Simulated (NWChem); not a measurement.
CHO₂, doublet; SMILES [O]C=O

Results from NWChem. Pople sets run with spherical d functions. Spin-unrestricted. Structure relaxed at the PBE0/def2-SVP, spin-unrestricted level. No stability test was run on the SCF state. Level M06-2X/6-31G*: energy and gradient on several grids; changes count from the extra-fine grid, which is no exact limit either.

| grid | size of the energy change (μHa) | largest change of a gradient component (μHa/bohr) |
|---|---|---|
| xcoarse | 10000 | 6000 |
| coarse | 400 | 500 |
| medium | 30 | 100 |
| fine | < 10 | < 30 |
| xfine | < 10 | < 30 |
